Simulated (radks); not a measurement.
Results of a calculation; reference values are marked as such.
Spherical quantum dot in the effective-mass picture: electrons in a hard-walled sphere of radius 8.51, with a point charge +2 (a donor) at the centre, all in effective atomic units (hartree* = m*/eps^2 hartree, bohr* = eps/m* bohr), one dielectric constant everywhere. Level of theory: non-relativistic Kohn-Sham, LDA (Slater exchange, Perdew-Wang correlation), spin-polarised, spherical densities (a radial shooting solver with Libxc functionals). Levels are named by radial order and angular momentum (1s, 1p, 1d, 2s, ...), and open shells are averaged over m. Results are scaled to m* = 0.111 and eps = 7.2, for which hartree* = 58.27 meV and bohr* = 3.432 nm.

N = 11, configuration 1s2 1p6 1d(up 1, down 0) 2s2. This is the lowest configuration that the search found. Occupied and some empty levels:

level,occupation,eigenvalue (meV),<r> (nm)
1s down,1,59.154,3.382
1s up,1,59.155,3.385
2s up,1,77.419,20.06
2s down,1,77.832,20.04
1p up,3,79.182,20.36
1p down,3,79.600,20.33
1d up,1,82.843,21.02
1d down,0,83.273,21.01
1f up,0,87.846,21.55
1f down,0,88.282,21.55
1g up,0,94.089,22.01
1g down,0,94.527,22.02
2p up,0,98.265,14.67
2p down,0,98.474,14.64

Energy (meV): total 208.867, kinetic 253.56, external -570.94, Hartree 666.57, exchange-correlation -140.33.
